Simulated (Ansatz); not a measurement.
Ideal-gas functions of CH$_{3}$BrF$_{2}$OZr, SMILES `C[O][Zr]([F])([F])[Br]` at 298.15 K and 1 bar, from an Ansatz frequency run at PBE0-D4/def2-TZVP.

Molar mass 240.16 g/mol, point group Cs (symmetry number 1), electronic degeneracy 1, moments of inertia 296.166, 567.82, 678.168 u Å². Harmonic wavenumbers (cm⁻¹, unscaled): 44, 54, 71, 113, 130, 165, 191, 205, 299, 552, 664, 671, 1176, 1178, 1221, 1476, 1488, 1489, 3036, 3116, 3116.

Use S(trans) = R[1.5 ln M + 2.5 ln T − 1.1517]; rotational temperatures θ = 24.2544 K / I; S(rot) = R[ln(√π/σ · √(T³/θAθBθC)) + 1.5]; for each mode x = 1.438777 ν̃/T, S = R[x/(eˣ − 1) − ln(1 − e⁻ˣ)] and H = RT x/(eˣ − 1); 1 cm⁻¹ = 0.0119627 kJ/mol; R = 8.31446 J/(mol·K).

Question: By hand: the entropy, in J/(mol·K).

Answer: Translation 177.2. Rotation: θ = 0.0819, 0.0427, 0.0358 K, giving 125.6. Vibration, mode by mode: 21.21, 19.52, 17.26, 13.46, 12.33, 10.43, 9.28, 8.74, 5.95, 2.26, 1.47, 1.43, 0.19, 0.19, 0.16, 0.05, 0.05, 0.05, 0.00, 0.00, 0.00, in all 124.0. Electronic 0.0. Sum 426.8 J/(mol·K).

Question: By hand: H − E and G − E in kJ/mol, counted from the electronic energy.

Answer: Zero-point energy ½ × 20455 × 0.0119627 = 122.3; thermal vibration 17.1; translation, rotation and pV give 4 RT = 9.9. H − E = 149.3 kJ/mol, and G − E = 149.3 − 298.15 × 426.8/1000 = 22.0 kJ/mol.

Vibration gives 29 % of the entropy, 83.8 J/(mol·K) of it from the modes under 150 cm⁻¹: soft modes count most, and the harmonic formula is weakest for them. The sum counts one conformer and one mirror image; others add a mixing term.
